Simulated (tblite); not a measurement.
C5H10O2Si.
Z-matrix (Å and degrees, GFN2-xTB geometry), rows numbered from 1:
```
O 
C   1  1.2039
C   2  1.4811  1  125.30
C   3  1.5321  2  112.14  1   158.46
O   4  1.4059  3  113.74  2    62.05
C   5  1.4084  4  114.72  3    74.11
C   6  1.5331  5  113.66  4   -72.83
Si  7  1.9019  6  109.99  5    55.52
H   2  1.1072  1  121.14  3  -177.59
H   3  1.0913  2  109.38  1    35.84
H   4  1.1012  3  109.34  2  -174.49
H   4  1.0946  3  110.23  2   -55.61
H   6  1.0938  5  104.86  4   166.58
H   6  1.1012  5  109.73  4    50.36
H   7  1.0890  6  108.64  5   178.72
H   7  1.0911  6  108.45  5   -65.09
H   8  1.4701  3  106.80  2   162.61
H   8  1.4585  3  111.29  2    39.67
```

Calculated harmonic vibrations of the isolated species, GFN2-xTB (tblite), most abundant isotopes, no scaling. Against measured fundamentals such values can be off by several per cent, at times by over 20. Modes of hydrogen on silicon can be 10 to 20 % off. One conformer, not necessarily the lowest.

Harmonic wavenumbers (cm⁻¹): 70.7, 95.5, 152.9, 215.5, 249.5, 286.1, 389.0, 404.6, 473.2, 515.5, 552.1, 594.0, 654.5, 691.9, 736.6, 764.1, 798.9, 886.4, 922.4, 932.8, 979.8, 993.6, 1054.9, 1098.2, 1113.2, 1134.3, 1156.1, 1205.3, 1239.0, 1265.5, 1298.7, 1337.2, 1346.0, 1385.1, 1457.0, 1469.6, 1474.4, 1756.0, 2220.2, 2320.5, 2771.1, 2854.7, 2856.0, 2949.5, 2956.0, 2967.5, 2982.4, 3002.3.

A = 2481, B = 1451, C = 1134 MHz; mass 130.045 u (most abundant isotopes); point group C1, symmetry number 1.

Question: What is the zero-point energy?

Answer: Half the sum of the wavenumbers: 30515 cm⁻¹ = 87.25 kcal/mol.

Question: What is S at 400 K and 1 bar for an ideal gas of classical rigid rotors and harmonic oscillators?

Answer: Translation 41.99, rotation 29.63, vibration 31.93: S = 103.5 cal/(mol K).

Question: And Cp and H(400 K) − H(0)?

Answer: Cp = 45.64 cal/(mol K), of which vibrations give 37.69 (their classical limit is 48 R = 95.4); H(400 K) − H(0) = 10.30 kcal/mol without the zero-point energy, 7.12 from vibrations.

Question: What must be added to the electronic energy to get the Gibbs energy at 400 K and 1 bar?

Answer: ZPE + [H(400 K) − H(0)] − T·S = 87.25 + 10.30 − 41.42 = 56.13 kcal/mol.

Question: Which modes carry the vibrational entropy at 400 K?

Answer: 70.7 cm⁻¹: 4.71; 95.5 cm⁻¹: 4.12; 152.9 cm⁻¹: 3.20; 215.5 cm⁻¹: 2.54; 249.5 cm⁻¹: 2.27; 286.1 cm⁻¹: 2.02 cal/(mol K); the other 42 give 13.07 together.

Question: Blend soft modes into free rotors: weight 1/[1 + (100 cm⁻¹/ν̃)⁴] for the oscillator and the rest for a rotor with moment μB/(μ + B), μ = h/(8π²ν), B = 10⁻⁴⁴ kg m². What vibrational entropy results?

Answer: 30.37 cal/(mol K) in place of 31.93, which changes −T·S at 400 K by +0.62 kcal/mol.

Hindered rotation and anharmonicity are outside this model. Other conformers, if any are populated, would add a mixing term that is left out. The structure is chiral; the term R ln 2 for an equal mix with its mirror image is left out.
